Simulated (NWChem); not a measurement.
**Basis-set convergence for arsenic trifluoride (AsF$_{3}$)**

```xyz
4

F      0.7389    -0.4892     1.2818
As     0.0009     0.3989     0.0000
F      0.7389    -0.4892    -1.2818
F     -1.4811    -0.4842     0.0000
```
Charge 0, spin multiplicity 1.

The numbers come from NWChem runs, not from measurements. Structure: optimised with PBE0/def2-SVP, a minimum by its harmonic frequencies.

Quantity: LUMO energy at the level PBE.

The Hamiltonian is non-relativistic. The Pople sets run with spherical d functions.

Problem. In def2-QZVP the value is -2.00 eV. Among 3-21G, cc-pVDZ, pcseg-1, 6-311G**, aug-cc-pVDZ, aug-pcseg-1, pcseg-2, cc-pVTZ, aug-cc-pVTZ, which is the smallest basis within 0.2 eV of it?

Solution. pcseg-1, with 69 functions against 246 and about 2 % of the time (also within reach: 6-311G**, aug-cc-pVDZ, aug-pcseg-1, pcseg-2, cc-pVTZ, aug-cc-pVTZ). def2-QZVP isn't the basis-set limit itself, and a small set can land close by cancellation.

| basis | functions | LUMO energy (eV) |
|---|---|---|
| 3-21G | 49 | -0.72 |
| cc-pVDZ | 69 | -1.47 |
| pcseg-1 | 69 | -1.87 |
| 6-311G** | 98 | -1.83 |
| aug-cc-pVDZ | 105 | -2.12 |
| aug-pcseg-1 | 105 | -2.16 |
| pcseg-2 | 133 | -2.00 |
| cc-pVTZ | 133 | -1.82 |
| aug-cc-pVTZ | 197 | -2.09 |
| def2-QZVP | 246 | -2.00 |
